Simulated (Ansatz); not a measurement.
GeH3(NHtBu) (C4H13GeN): single points at one geometry.

```yaml
crystal:
  periodic: [false, false, false]
  atoms:
    - {symbol: Ge, position_ang: [1.020192, 1.417168, 1.705397]}
    - {symbol: H, position_ang: [0.637453, 1.632866, 3.176718]}
    - {symbol: H, position_ang: [2.501184, 1.026626, 1.590839]}
    - {symbol: H, position_ang: [0.809156, 2.737078, 0.923218]}
    - {symbol: N, position_ang: [-0.034542, 0.012437, 1.150901]}
    - {symbol: C, position_ang: [-0.236840, -0.360857, -0.257167]}
    - {symbol: C, position_ang: [1.120459, -0.370145, -0.965098]}
    - {symbol: C, position_ang: [-0.834734, -1.773397, -0.277196]}
    - {symbol: C, position_ang: [-1.189121, 0.612394, -0.973436]}
    - {symbol: H, position_ang: [-0.915529, -0.020342, 1.663142]}
    - {symbol: H, position_ang: [1.012394, -0.713769, -2.005311]}
    - {symbol: H, position_ang: [1.563928, 0.639977, -0.998426]}
    - {symbol: H, position_ang: [1.824347, -1.038618, -0.444990]}
    - {symbol: H, position_ang: [-0.158660, -2.480713, 0.226830]}
    - {symbol: H, position_ang: [-1.009757, -2.119151, -1.308723]}
    - {symbol: H, position_ang: [-1.802605, -1.792044, 0.251867]}
    - {symbol: H, position_ang: [-0.781238, 1.636238, -0.965886]}
    - {symbol: H, position_ang: [-2.169718, 0.634109, -0.469075]}
    - {symbol: H, position_ang: [-1.356362, 0.320142, -2.023625]}
basis:
  gaussian: {orbitals: def2-SVP, initial_orbitals: start.molden}
correlation: {method: ccsd_t}
scf: {omitted_lower_state_checks: [starts]}
output: {orbitals: {seedname: orbitals}}
```

The file start.molden holds the orbitals of an earlier run on this structure, at another level or in another basis.

```sh
$ ansatz run in.yaml --threads 4 --pin off --events-out ev --progress --plain --max-ram 4787MiB
```

Output, abridged:

```
Functional definition: HF
1715 factors; integrals over basis functions are off by at most 1.4e-3 eV
mean field evaluation 1: about -62270.5418 eV, gradient 2.4e1 eV
mean field evaluation 2: about -62271.5502 eV, gradient 8.6e-1 eV
mean field evaluation 4: about -62271.5595 eV, gradient 6.3e-2 eV
mean field evaluation 8: about -62271.5595 eV, gradient 1.3e-6 eV
mean field -62271.55951059 eV, -2288.4376028352 hartree, gradient 1.3e-6 eV, S^2 0.000000; 0 other end points of the search recorded, 0 dependent functions left out
14 core orbitals not correlated: weight in the atoms' cores, before any rotation towards them, 1.000 or more for the frozen orbitals, at most 0.000 for the correlated occupied ones
reference -62271.55951059 eV, -2288.4376028352 hartree; 24, 24 occupied and 129, 129 virtual orbitals, 1715 factors
second order -27.11148319 eV of doubles, -0.00000000 eV of singles
cycle   1  -28.09685476 eV  change   -9.9e-1 eV  update   1.1e-1
cycle   2  -28.90827455 eV  change   -8.1e-1 eV  update   3.3e-2
cycle   3  -29.03555951 eV  change   -1.3e-1 eV  update   1.4e-2
cycle   4  -29.03252561 eV  change    3.0e-3 eV  update   3.2e-3
cycle   5  -29.03417482 eV  change   -1.6e-3 eV  update   1.3e-3
cycle   6  -29.03383745 eV  change    3.4e-4 eV  update   3.8e-4
cycle   7  -29.03368487 eV  change    1.5e-4 eV  update   1.7e-4
cycle   8  -29.03368974 eV  change   -4.9e-6 eV  update   6.3e-5
cycle   9  -29.03368071 eV  change    9.0e-6 eV  update   2.2e-5
perturbative correction -0.87946645 eV, -0.0323197960 hartree
Total energy: -62301.47265775 eV, -2289.5368907174 hartree
Checks for a lower state left out: starts
```

Run time 2.8 min (4 threads of AMD EPYC on a shared host), peak host memory 2 GiB.

As the first input, with `gaussian: {orbitals: def2-TZVP, initial_orbitals: start.molden}`, `hamiltonian: {xc: pbe, dispersion: d4}`, `output: {forces: true, orbitals: {seedname: orbitals}}` and without the key `correlation` (abridged; 18 s):

```
Functional definition: PBE
mean field -62353.85462334 eV, -2291.4618924472 hartree, gradient 2.3e-5 eV, S^2 0.000000
Total energy: -62354.31719342 eV, -2291.4788915838 hartree
Atom 0 force     0.046032     0.138090     0.032170 eV/Å
Atom 1 force    -0.048199     0.027868     0.180936 eV/Å
Atom 2 force     0.185049    -0.056272    -0.024368 eV/Å
Atom 3 force    -0.021956     0.158415    -0.101105 eV/Å
Atom 4 force    -0.095703    -0.286980     0.032218 eV/Å
Atom 5 force    -0.021576     0.022792    -0.085029 eV/Å
Atom 6 force     0.100521     0.003675    -0.034197 eV/Å
Atom 7 force    -0.046928    -0.095752     0.017058 eV/Å
Atom 8 force    -0.073965     0.077710    -0.063589 eV/Å
Atom 9 force    -0.034844     0.014816     0.015009 eV/Å
Atom 10 force    -0.000123     0.015427     0.060844 eV/Å
Atom 11 force    -0.019915    -0.057852    -0.004737 eV/Å
Atom 12 force    -0.036439     0.036301    -0.037300 eV/Å
Atom 13 force    -0.034377     0.031917    -0.035478 eV/Å
Atom 14 force     0.012508     0.019598     0.052830 eV/Å
Atom 15 force     0.043213    -0.001308    -0.029542 eV/Å
Atom 16 force    -0.020266    -0.056212     0.002307 eV/Å
Atom 17 force     0.054875    -0.006817    -0.028961 eV/Å
Atom 18 force     0.012095     0.014581     0.050933 eV/Å
Dipole moment:    -0.149993    -0.023899    -0.102543 e Å
Checks for a lower state left out: starts
```

As the first input, with `gaussian: {orbitals: def2-TZVP, initial_orbitals: start.molden}`, `hamiltonian: {xc: {name: revPBE}, dispersion: d4}` and without the key `correlation` (abridged; 14 s):

```
Functional definition: revPBE
mean field -62364.29264720 eV, -2291.8454827487 hartree, gradient 2.5e-5 eV, S^2 0.000000
Total energy: -62365.74463333 eV, -2291.8988422550 hartree
Checks for a lower state left out: starts
```

As the first input, with `gaussian: {orbitals: STO-3G}`, `hamiltonian: {xc: hf}` and without the key `correlation` (abridged; 2 s):

```
Functional definition: HF
mean field -61571.77500508 eV, -2262.7209965887 hartree, gradient 6.1e-5 eV, S^2 0.000000
Total energy: -61571.77500508 eV, -2262.7209965887 hartree
Checks for a lower state left out: starts
```

First input, but with `hamiltonian: {xc: pbe0, dispersion: d4}` and without the key `correlation` (abridged; 11 s):

```
Functional definition: PBE0
mean field -62343.06962703 eV, -2291.0655511430 hartree, gradient 2.1e-5 eV, S^2 0.000000
Total energy: -62343.46274457 eV, -2291.0799979460 hartree
Checks for a lower state left out: starts
```

First input, but with `gaussian: {orbitals: def2-TZVP, initial_orbitals: start.molden}`, `correlation: {method: mp2}` (abridged; 24 s):

```
Functional definition: HF
mean field -62285.00024921 eV, -2288.9315408689 hartree, gradient 2.4e-6 eV, S^2 0.000000
14 core orbitals not correlated: weight in the atoms' cores, before any rotation towards them, 1.000 or more for the frozen orbitals, at most 0.000 for the correlated occupied ones
second order -31.45141162 eV of doubles, -0.00000000 eV of singles
Total energy: -62316.45166083 eV, -2290.0873589276 hartree
Checks for a lower state left out: starts
```

First input, but with `gaussian: {orbitals: def2-TZVP, initial_orbitals: start.molden}`, `hamiltonian: {xc: pbe0, dispersion: d4}` and without the key `correlation` (abridged; 26 s):

```
Functional definition: PBE0
mean field -62356.43006903 eV, -2291.5565383306 hartree, gradient 1.2e-5 eV, S^2 0.000000
Total energy: -62356.82319330 eV, -2291.5709853811 hartree
Checks for a lower state left out: starts
```

Geometry: r2SCAN-D4/def2-SVP.

Correlated methods freeze 14 core orbitals; core or outer-core shells of Ge are correlated, in sets that lack core-valence functions.
